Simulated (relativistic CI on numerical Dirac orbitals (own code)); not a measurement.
**d4 in a ligand field**

Computed with a parametric ligand-field model of a d^n configuration (Racah B and C, spin-orbit zeta, crystal field), exact diagonalisation.

Field parameters in Wybourne normalisation: Td as Oh with Dq negative (B⁴₀ = 21Dq, B⁴₄ = √(5/14) B⁴₀). The field is a parameter set, without covalency.

B = 590 cm⁻¹, C = 2880 cm⁻¹ (C/B = 4.88), Td, no spin-orbit coupling. Tanabe-Sugano data, E/B above the lowest term (Δ = |10Dq|; b, c mark the second and third term of a kind):

```tsv
Δ/B	5T2	5E	3T1	3T2	3T1(b)	1A1	1T1
1.0	0.00	1.00	23.30	23.59	24.25	34.55	34.92
1.9	0.00	1.90	22.93	23.55	24.56	33.42	34.36
2.8	0.00	2.80	22.42	23.43	24.66	32.09	33.70
3.7	0.00	3.69	21.82	23.24	24.69	30.65	32.98
4.6	0.00	4.59	21.16	22.98	24.70	29.15	32.22
5.5	0.00	5.49	20.45	22.67	24.70	27.61	31.45
6.4	0.00	6.41	19.70	22.29	24.70	26.00	30.64
7.3	0.00	7.31	18.94	21.86	24.71	24.40	29.84
8.2	0.00	8.20	18.17	21.39	24.71	22.78	29.03
9.1	0.00	9.10	17.38	20.88	24.71	21.14	28.21
10.0	0.00	10.00	16.58	20.33	24.71	19.49	27.38
10.9	0.00	10.90	15.78	19.76	24.72	17.83	26.55
11.8	0.00	11.80	14.97	19.16	24.72	16.16	25.71
12.7	0.00	12.69	14.15	18.53	24.72	14.49	24.87
13.6	0.00	13.59	13.32	17.88	24.73	12.80	24.02
14.5	0.00	14.51	12.48	17.20	24.73	11.07	23.15
15.4	0.00	15.41	11.65	16.52	24.73	9.38	22.30
16.3	0.00	16.31	10.81	15.82	24.74	7.67	21.45
17.2	0.00	17.20	9.97	15.11	24.74	5.96	20.59
18.1	0.00	18.10	9.13	14.39	24.74	4.25	19.73
19.0	0.00	19.00	8.28	13.65	24.75	2.53	18.87
19.9	0.00	19.90	7.44	12.91	24.75	0.81	18.00
20.8	0.91	21.71	7.50	13.07	25.67	0.00	18.05
21.7	2.64	24.34	8.38	14.04	27.40	0.00	18.91
```

The ground term changes from 5T2 to 1A1 between Δ/B = 19.9 and 20.8.
